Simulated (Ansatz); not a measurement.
Reaction (ligand exchange at a B–Br bond): `NCBBr` + HCl → `NCBCl` + HBr

Program: Ansatz. Geometries: PBE0-D4/def2-TZVP. ΔE: electronic, gas phase. CCSD(T)/CBS is the MP2 limit (def2-TZVPP, def2-QZVPP) plus CCSD(T) − MP2 in def2-TZVPP, frozen cores. This one scheme is used for every species. DFT in def2-TZVPP. For Br outer-core shells are correlated without core-valence functions, which leaves a few kJ/mol of doubt a bond. Scalar relativity is left out up to krypton. One conformer a species, not always the lowest.

Task: Is it downhill or uphill in electronic energy at CCSD(T)/CBS, and by how much? (Best estimate.)

Result: Ansatz gave: Downhill: ΔE = -5.0 kJ/mol.

Task: What do these levels give: r2SCAN, HF/def2-TZVPP, MP2/def2-TZVPP, CCSD/def2-TZVPP, CCSD(T)/def2-TZVPP, HF/CBS(def2)? (An estimate is asked.)

Result: The calculation gave: r2SCAN -9.6, HF/def2-TZVPP -11.3, MP2/def2-TZVPP -5.1, CCSD/def2-TZVPP -6.9, CCSD(T)/def2-TZVPP -6.5, HF/CBS(def2) -11.8 kJ/mol.

Largest T1 diagnostic among the species: 0.011.

In def2-TZVPP, CCSD(T) changes the Hartree–Fock value by +4.7 kJ/mol (the triples alone add +0.3 kJ/mol) and MP2 by +6.2 kJ/mol.
